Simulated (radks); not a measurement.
Results of a calculation; reference values are marked as such.
Orbital eigenvalues (eV) of neutral zinc, [Ar] 3d10 4s2, at several levels of relativity; Dirac values are averaged over j with weights 2j + 1. Spin-unpolarised spherical Kohn-Sham, PBE, point nucleus unless stated (finite: rms radius 3.9283 fm), a radial shooting solver on a logarithmic mesh with Libxc functionals. A level marked "c x" has the speed of light scaled by that factor.

shell,non-rel.,Dirac,"Dirac, finite nucleus","Dirac, c x 10","change of magnitude, last against first (%)"
1s,-9405.1,-9523.2,-9523.1,-9406.3,+0.01
2s,-1132.2,-1157.9,-1157.9,-1132.4,+0.02
2p,-997.83,-1003.8,-1003.8,-997.89,+0.01
3s,-125.03,-129.19,-129.19,-125.07,+0.03
3p,-82.371,-83.399,-83.400,-82.381,+0.01
3d,-10.567,-10.140,-10.141,-10.562,-0.04
4s,-5.8255,-5.9785,-5.9784,-5.8269,+0.02
4p (empty),-1.1594,-1.1163,-1.1164,-1.1590,-0.04
